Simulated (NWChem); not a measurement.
System: C2H5FOSi; SMILES C([SiH2]CF)=O

```xyz
10

O     -0.4087    -2.5482     0.1863
C     -0.6066    -1.3480     0.1910
Si     0.8531    -0.0807     0.1201
C      0.1793     1.5905    -0.5084
F     -0.9170     1.9111     0.3120
H     -1.6522    -0.9587     0.2534
H      1.3708     0.0908     1.5026
H      1.9234    -0.6096    -0.7656
H     -0.1712     1.5431    -1.5477
H      0.9135     2.4034    -0.4422
```
Atoms are numbered in this order, from 1.

All runs: NWChem. Pople sets run with spherical d functions. Geometry: optimised at B3LYP/6-31G* (spherical d). Level: B3LYP/6-31G* with SMD (1 M gas to 1 M solution), gas-phase geometry. Reactions with the solvent are ignored.

For solvent toluene:

```yaml
solvation free energy (kcal/mol): -2.8
cavity-dispersion-structure term (kcal/mol): -0.1
dipole in solution (D): 2.88
```

Q: How do the values read with solvent water instead?

A: 
| Item | Value |
|---|---|
| solvation free energy (kcal/mol) | -1.3 |
| cavity-dispersion-structure term (kcal/mol) | 5.5 |
| dipole in solution (D) | 3.46 |
